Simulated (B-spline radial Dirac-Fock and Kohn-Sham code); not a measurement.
**Ne⁺: eigenvalues, ΔSCF and the reference**

System: neon as Ne⁺, configuration 1s2 2s2 2p5.

The density-functional columns are spherical, spin-unpolarised Dirac-Kohn-Sham results without Breit or QED terms: −ε is minus the orbital energy of the initial state and ΔSCF the difference of two total energies. The reference in the last column comes from Dirac-Fock ΔSCF + Breit + QED. All numbers are from an atomic code on a B-spline grid, in eV; a selection of levels is shown.

| level | PBE −ε | PBE ΔSCF | LDA −ε | LDA ΔSCF | Dirac-Fock |
| --- | --- | --- | --- | --- | --- |
| 1s | 853.4 | 906.5 | 848.3 | 901.1 | 895.7 |
| 2s | 55.65 | 66.62 | 55.30 | 66.25 | 68.97 |
| 2p | 32.27 | 43.27 | 32.44 | 43.42 | 41.03 |

**Question.** Order the estimates of the K (1s) level by their distance from the Dirac-Fock value, nearest first.
A. PBE ΔSCF
B. PBE −ε
C. LDA ΔSCF
D. LDA −ε

**Answer.** C (5.4 eV), A (10.7 eV), B (42.4 eV), D (47.4 eV).

For the outermost level NIST gives 40.96297 eV (measured); the differences from it are PBE −ε -8.69, PBE ΔSCF +2.31, LDA −ε -8.52, LDA ΔSCF +2.45, Dirac-Fock +0.06 eV. The computed values are configuration averages and the table refers to the lowest terms.
